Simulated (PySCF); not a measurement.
NMR data sheet: CH6N2Si

```
Formula                               : CH6N2Si
SMILES                                : C=N[SiH2]N
Point group of the computed structure : C1
Degrees of unsaturation               : 1
Carbon signals                        : 1
Proton signals                        : 4
```

Bonds (- single, = double, # triple, : aromatic): C1=N2 1.245 Å, N2-Si3 1.734 Å, Si3-N4 1.725 Å. C1 carries H5, H6; Si3 carries H7, H8; N4 carries H9, H10. H6 is cis to Si3; H5 is trans to Si3.

[PySCF 2.14: GFN2-xTB structure; NMR shieldings at PBE0/pcSseg-1/GIAO; in vacuum; non-relativistic Hamiltonian; one conformer; one averaged value for each set of equivalent atoms]

Shifts are taken against calculated references (same method and geometry level): $^{1}$H, $^{13}$C, $^{29}$Si against TMS; NH3 for $^{15}$N.

| carbon | δC, type | δH (multiplicity) | HMBC from (2–3 bonds) | span of the C tensor (ppm) |
| --- | --- | --- | --- | --- |
| C1 | 167.5, CH2 | H5 8.52 (d); H6 8.68 (d) | H7/H8 | 200 |

Other nuclei:
```
 atoms    nucleus                          environment  δ (ppm)  σ (ppm)
 H7/H8    $^{1}$H  hydrogen on a silicon bonded to 2 N     5.01    26.71
H9/H10    $^{1}$H  hydrogen on a nitrogen bonded to Si     0.80    30.92
   Si3  $^{29}$Si           silicon bonded to 2 N, 2 H    -39.9    389.0
    N2   $^{15}$N                       imine nitrogen    441.1   -173.3
    N4   $^{15}$N           nitrogen bonded to Si, 2 H     22.2    245.5
```

δC 167.5: C=N carbon. δH 8.68, 8.52: hydrogen on a C=N carbon. δH 5.01: hydrogen on a silicon bonded to 2 N. δH 0.80: hydrogen on a nitrogen bonded to Si; exchangeable, gas-phase position.

Exchangeable OH/NH protons stand at their gas-phase positions; hydrogen bonding in a real sample shifts them, mostly to higher δ. Shifts are as computed. Against solution values, carbons near 30 ppm lie about +3 ppm off and those near 130 ppm about +5 ppm. Of 1313 compounds with measured shifts, 239 miss one by over three times the rms of a fit or turn the order of signals round; such compounds aren't used in these exercises. Experimental scales use liquid or dissolved standards, which lie at an offset from isolated NH3 (liquid NH3: subtract about 20 ppm). Unscaled 15N shifts of sp2 nitrogen come out 20 to 40 ppm too high even then. No couplings were computed; multiplicities are counted from neighbouring protons, with m where these are inequivalent, close in shift, in a saturated or five-membered ring or joined by F or P, and br s for small geminal =CH2 splittings.
